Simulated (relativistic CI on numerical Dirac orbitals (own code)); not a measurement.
# Radial parameters of Ba²⁸⁺

Computed by Dirac-Coulomb-Breit CI, separate exchange-only KLI orbitals for each configuration, model QED (radiative potential, 1s self-energy scaled to tabulated hydrogen-like ionisation energies), unscaled Slater integrals (own radial code, finite nucleus).

Slater integrals F^k, G^k are unscaled and averaged over j, outside the closed core [Ne]; ζ comes from projecting the Hamiltonian with its Breit term on Σ l·s of the shell.

- 3s2.3p6.3d9.4s: ζ(3d) = 52401, G^2(3d,4s) = 39711 cm⁻¹; <r>(3d) = 0.2555, <r^2>(3d) = 0.0764, <r>(4s) = 0.5823, <r^2>(4s) = 0.3807 (bohr units).
- 3s2.3p6.3d9.4p: ζ(3d) = 52415, F^2(3d,4p) = 120170, G^1(3d,4p) = 39215, G^3(3d,4p) = 39483, ζ(4p) = 125350 cm⁻¹; <r>(3d) = 0.2555, <r^2>(3d) = 0.07641, <r>(4p) = 0.5947, <r^2>(4p) = 0.3995 (bohr units).
- 3s2.3p6.3d9.4d: ζ(3d) = 52388, F^2(3d,4d) = 124350, F^4(3d,4d) = 62573, G^0(3d,4d) = 40310, G^2(3d,4d) = 50815, G^4(3d,4d) = 39951, ζ(4d) = 15212 cm⁻¹; <r>(3d) = 0.2556, <r^2>(3d) = 0.07647, <r>(4d) = 0.5972, <r^2>(4d) = 0.4074 (bohr units).

Averages of the first 10 configurations, taken without configuration mixing, which lowers the lowest level and can move excited configurations by several eV; other configurations of the list can lie among them:

| Configuration | Parity | States | Average energy above the lowest level (eV) |
| --- | --- | --- | --- |
| 3s2.3p6.3d10 | even | 1 | 0.1 |
| 3s2.3p6.3d9.4s | even | 20 | 676.6 |
| 3s2.3p6.3d9.4p | odd | 60 | 749.4 |
| 3s2.3p6.3d9.4d | even | 100 | 851.9 |
| 3s2.3p6.3d9.4f | odd | 140 | 951.5 |
| 3s2.3p5.3d10.4s | odd | 12 | 971.6 |
| 3s2.3p6.3d8.4s2 | even | 45 | 1379.7 |
| 3s2.3p5.3d10.4p | even | 36 | 1044.5 |
| 3s2.3p6.3d8.4s.4p | odd | 540 | 1448.1 |
| 3s2.3p6.3d9.5s | even | 20 | 1098.0 |
